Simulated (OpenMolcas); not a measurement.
**Tl2+: effect of the active space**

```
Program             : OpenMolcas 26.06
Method              : SS-CASPT2 or its RAS form, IPEA 0.25 Eh, imaginary shift 0.1 Eh
Basis               : ANO-R3
Scalar Hamiltonian  : X2C, finite nucleus
Spin-orbit coupling : RASSI with atomic mean-field integrals over the reference wave functions, term energies averaged over their components
```

A. 1 electron in 4 orbitals (6s 6p); 2S+1 = 2 even, 1 root; 2S+1 = 2 odd, 3 roots; closed shells correlated: 5d; CASPT2 step roughly 2.3 core-seconds
B. 1 electron in 9 orbitals (RAS2 6s 6p; RAS3 6d, at most 1 electron); 2S+1 = 2 even, 1 root; 2S+1 = 2 odd, 3 roots; closed shells correlated: 5d; CASPT2 step roughly 3 core-seconds

Energies in eV above 6s ²S_1/2, the measured ground level; measured values from Moore, Atomic Energy Levels, vol. III, NSRDS-NBS 35 (1971 reprint of NBS Circular 467, 1958).

| Level | A | B | Measured |
| --- | --- | --- | --- |
| 6s ²S_1/2 | 0.0000 | 0.0000 | 0.0000 |
| 6p ²P°_1/2 | 8.339 | 8.340 | 7.9545 |
| 6p ²P°_3/2 | 9.838 | 9.839 | 9.7910 |

Deviations, from unrounded energies. A percentage is the sum of absolute deviations over the sum of measured energies, with the sign that they share, or ± where signs differ.

```
           Against measurement  Levels     A     B
mean absolute deviation (cm-1)       2  1700  1700
      other configurations (%)       2  +2.4  +2.4
```

A, B lie about equally close to measurement. The largest miss of A in the table is 6p ²P°_1/2, by +3100 cm-1. The ranking rests on the paired levels alone, and a cruder setting can come out closer through cancelling errors.

Between A and B the level of the table that moves most is 6p ²P°_1/2, by 5.5 cm-1 (lowest in A, highest in B).

Spin-orbit splittings of 6p shells tend to come out small when the coupling is added on scalar orbitals. With one active electron, CASPT2 adds the correlation within the correlated inactive shells and between them and that electron, and leaves the splitting within a term as the reference gives it. With one active electron outside closed inactive shells, the extra shells (6d) add no correlation to the reference (holds for B). Computed and measured levels are paired by configuration, term and J; levels that our copy of the source lacks, or whose pairing is in doubt (as where it misses far off the trend of its configuration), stay unpaired and out of the deviations. Levels of configurations outside the active space are missing.

° marks odd parity.
